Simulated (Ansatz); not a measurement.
Ansatz (a first-principles code) input:

Ansatz 0.2 input:
```yaml
crystal:
  periodic: [false, false, false]
  atoms:
    - {symbol: C, position_ang: [-2.22231308, -0.11713259, -0.57264292]}
    - {symbol: C, position_ang: [-1.09245782, -0.62128850, -0.15998845]}
    - {symbol: C, position_ang: [0.24645936, -0.22082959, -0.68769343]}
    - {symbol: Cl, position_ang: [1.28299656, 0.46535878, 0.63620203]}
    - {symbol: H, position_ang: [-3.27700219, -0.23250955, -0.38409267]}
    - {symbol: H, position_ang: [-1.08584117, -1.38963552, 0.61730499]}
    - {symbol: H, position_ang: [0.16493899, 0.54322610, -1.45422087]}
    - {symbol: H, position_ang: [0.79683194, -1.07667620, -1.07247715]}
basis:
  gaussian:
    orbitals: def2-TZVP
hamiltonian:
  xc: b3lyp
  dispersion: d3bj
magnetization: {spin_polarized: true, initial_magnetization: 1}
phonons: {temperatures: {t_min: 298.15, t_max: 298.15, t_step: 100}}
```

Question: Which total energy does the run end on?

Answer: -576.90329 Eh (B3LYP-D3(BJ)/def2-TZVP). The basis has 154 functions.

It need not be the lowest isomer of its formula.
